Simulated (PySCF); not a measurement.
Zn(OH) (HOZn), SMILES [OH][Zn+], charge +1. The structure is a stationary point at B3LYP-D3(BJ)/def2-TZVP. The multiplicity is an assumed one; other spin states were not compared. The isomer is the one that the SMILES or the coordinates give; other isomers of the formula were not compared.

### Question
Give the equilibrium geometry at B3LYP-D3(BJ)/def2-TZVP (PySCF confirms it by a frequency run) as a Z-matrix, and its point group. (Estimate from the structure and the level; the computed values follow.)

### Answer
point group Cs.
```
O
H 1 0.9735
Zn 1 1.7713 2 113.57
```
Charge +1, spin multiplicity 1.
